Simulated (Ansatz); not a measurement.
Program: Ansatz. Geometries: PBE0-D4/def2-TZVP. ΔE: electronic, gas phase. CBS: MP2 limit from def2 TZ/QZ plus the TZ coupled-cluster correction, frozen cores. This one scheme is used for every species. Functionals use def2-TZVPP. B3LYP here is the variant with VWN-RPA as its local correlation; programs differ in this. Each species was taken in one conformer, which may not be the lowest.

`NCC[SiH2]N` + H₂S → `NCCS` + `N[SiH3]`  (substitution at a C–Si bond)

`NCC[SiH2]N`:

Cartesian coordinates in Å:
```
N -2.275 0.150 1.156
C -1.064 0.493 0.423
C -0.377 -0.752 -0.109
Si 1.131 -0.411 -1.173
N 2.434 0.422 -0.419
H -2.713 0.981 1.536
H -2.047 -0.448 1.942
H -1.357 1.133 -0.417
H -0.342 1.074 1.019
H -0.072 -1.396 0.727
H -1.092 -1.337 -0.701
H 0.704 0.426 -2.329
H 1.657 -1.719 -1.650
H 2.392 1.415 -0.263
H 3.023 -0.032 0.258
```

H₂S:

Cartesian coordinates in Å:
```
S 0.601 -0.013 0.151
H -0.065 0.152 -1.002
H -0.536 -0.139 0.851
```

`NCCS`:

```xyz
11

N     0.691    1.294    0.467
C     0.350    0.345   -0.573
C    -0.937   -0.377   -0.231
S    -0.839   -1.371    1.284
H     0.806    0.802    1.346
H     1.565    1.760    0.260
H     0.190    0.895   -1.508
H     1.131   -0.407   -0.776
H    -1.725    0.352   -0.029
H    -1.265   -1.011   -1.056
H     0.032   -2.282    0.816
```

`N[SiH3]`:

Cartesian coordinates in Å:
```
N -0.683 -0.633 0.520
Si 0.370 0.356 -0.414
H -1.393 -0.204 1.091
H -0.322 -1.462 0.965
H -0.466 1.328 -1.166
H 1.382 1.142 0.354
H 1.113 -0.526 -1.351
```

```
             level  ΔE (kJ/mol)  difference from CCSD(T)/CBS
            PBE-D4         37.8                         -3.0
         r2SCAN-D4         40.5                         -0.3
           PBE0-D4         39.3                         -1.5
          B3LYP-D4         38.7                         -2.1
           ωB97M-V         41.4                          0.6
            B2PLYP         38.0                         -2.8
               PBE         36.4                         -4.4
             B3LYP         37.0                         -3.8
     HF/def2-TZVPP         35.8                         -5.0
    MP2/def2-TZVPP         39.8                         -1.0
SCS-MP2/def2-TZVPP         37.4                         -3.4
     HF/def2-QZVPP         36.2                         -4.6
    MP2/def2-QZVPP         39.9                         -0.9
SCS-MP2/def2-QZVPP         37.7                         -3.1
      HF/CBS(def2)         36.3                         -4.5
     MP2/CBS(def2)         39.7                         -1.1
       CCSD(T)/CBS         40.8                            0
```

Largest T1 diagnostic among the species: 0.009.

In def2-TZVPP, CCSD(T) changes the Hartree–Fock value by +5.0 kJ/mol (the triples alone add −0.7 kJ/mol) and MP2 by +4.0 kJ/mol.
